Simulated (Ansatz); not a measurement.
Consider the cleavage of the Si–Si bond: `F[Si](F)(F)[Si](F)(F)F` + HBr → `F[Si](F)(F)Br` + `F[SiH](F)F`.

Gas-phase electronic energies from Ansatz, PBE0-D4/def2-TZVP geometries. CBS: MP2 limit from def2 TZ/QZ plus the TZ coupled-cluster correction, frozen cores. Functionals use def2-TZVPP. B3LYP here is the variant with VWN-RPA as its local correlation; programs differ in this. For Br outer-core shells are correlated without core-valence functions, which leaves a few kJ/mol of doubt a bond. Scalar relativity is left out up to krypton. One conformer a species, not always the lowest.

| level | ΔE (kcal/mol) |
| --- | --- |
| PBE-D4 | -23.3 |
| r2SCAN0-D4 | -28.9 |
| BHLYP-D4 | -27.9 |
| revPBE | -23.9 |
| B3LYP | -26.5 |
| RPA@PBE/def2-TZVPP | -27.1 |
| CCSD/def2-SVP | -28.2 |
| MP2/CBS(def2) | -31.5 |

(1) What does CCSD(T)/CBS give? (Estimate.)

Largest T1 diagnostic among the species: 0.013.

Answers

(1) Computed: -28.9 kcal/mol. The listed levels differ from it by 5.6, 0.0, 1.0, 5.0, 2.4, 1.8, 0.7, -2.6 kcal/mol.

The D4 term adds +1.0 kcal/mol with B3LYP and +0.7 kcal/mol with PBE0; it sums over pairs of atoms, weighted by their polarisabilities, and B3LYP, whose exchange is more repulsive, gets the larger term. Leaving LDA and LC-ωPBE aside and taking each functional with its dispersion term where it has one, the values, not all of them listed here, spread over 6.0 kcal/mol, from PBE-QIDH to revPBE-D4. From BLYP to BHLYP (50 % exact exchange), in def2-TZVPP and without D4, ΔE moves by −4.2 kcal/mol.
